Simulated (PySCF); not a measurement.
Core-level binding energies of Cu(NH3)H

Cu(NH3)H (singlet state).
Bonds: Cu1–N2. Hydrogens: H6 on Cu1; H3, H4, H5 on N2.

Computed, not measured: PySCF, delta-SCF UKS SCAN, pcX-2 on the ionised atom (unc-x2c-TZVPall on a metal), pcseg-1 elsewhere, spin-free X2C. These are vertical core ionisation energies against the vacuum level, from separate self-consistent calculations with and without the core hole.

Task: List the computed XPS lines with their assignment.

Result: 
```tsv
atom(s)	environment	level	binding energy (eV)	2p1/2 (eV)	count
Cu1	copper bonded to N and H	Cu 2p3/2	937.38	958.04	1
N2	nitrogen bonded to Cu and 3 H	N 1s	407.55	–	1
```

Task: Which photon energy gives electrons from N 1s of N2 (atom 2) a kinetic energy of 20 eV, and what is their de Broglie wavelength?

Result: hν = 407.55 + 20 = 427.55 eV, recoil neglected; λ = 12.264 Å/√(E/eV) = 2.74 Å.

Task: Which photon wavelength matches the N 1s of N2 threshold?

Result: λ = hc/E = 12398.42 eV Å / 407.55 eV = 30.422 Å.

For 2p shells one spin-free hole was relaxed; a mean-field spin–orbit operator and the ground-state splitting of the three 2p orbitals were then diagonalised within the shell. The shell's mean is (2 × 2p3/2 + 2p1/2)/3, and the degeneracies 2j + 1 give areas of 2:1. 2p1/2 minus 2p3/2 (ligand field included): Cu 20.65 eV. Satellites of the metal's 2p lines aren't described. Geometry: PBE0-D3(BJ)/def2-SVP; no solvent, vibrations or thermal averaging. Metal 2p energies of this one-determinant scheme are less reliable than its 1s energies.

The run took 6.6 s wall on Arm Neoverse V1, one thread, shared host.
